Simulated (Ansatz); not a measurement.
Input for Ansatz (an electronic-structure program): R-BLYP/def2-TZVPPD on CH5BF3N (a complex). Files ending in .json are basis or fitting sets from the Basis Set Exchange.

Ansatz 0.2 input:
```yaml
crystal:
  periodic: [false, false, false]
  atoms:
    - {symbol: F, position_ang: [-0.55505574, -1.01569417, 0.57119223]}
    - {symbol: B, position_ang: [-0.06718219, 0.21498355, 0.94590464]}
    - {symbol: F, position_ang: [-0.79610066, 1.27626708, 0.45882683]}
    - {symbol: F, position_ang: [1.29214650, 0.34956323, 0.78141550]}
    - {symbol: C, position_ang: [0.38816788, -0.76914121, 3.36725158]}
    - {symbol: N, position_ang: [-0.31008966, 0.28887187, 2.59839302]}
    - {symbol: H, position_ang: [1.45353446, -0.68458375, 3.17108300]}
    - {symbol: H, position_ang: [0.03912694, -1.73448011, 3.01094032]}
    - {symbol: H, position_ang: [0.19445082, -0.67100368, 4.43434607]}
    - {symbol: H, position_ang: [-0.00889674, 1.21176270, 2.90284009]}
    - {symbol: H, position_ang: [-1.31442962, 0.24194592, 2.75407406]}
basis:
  gaussian:
    orbitals: def2-TZVPPD.json
hamiltonian:
  xc: {name: BLYP}
scf: {lower_state_search: off}
```

The head of its log:

```
WARN ansatz: RAYON_NUM_THREADS=4 ignored (pool sized by the plan → 4); use --threads N
Functional definition: BLYP
these checks for a lower state are left out or cut short: stability, starts, cluster_reference, orbital_swaps, neighbouring_geometries, increment
integrals: 0.29 GiB planned
1404 factors; their error is unknown
mean field: 2.14 GiB planned
mean field evaluation 1: about -11431.7566 eV, gradient 8.5e1 eV
mean field evaluation 2: about -11407.6724 eV, gradient 1.4e2 eV
```

Question: Give the final energy of this run.

Answer: -420.5659 hartree.
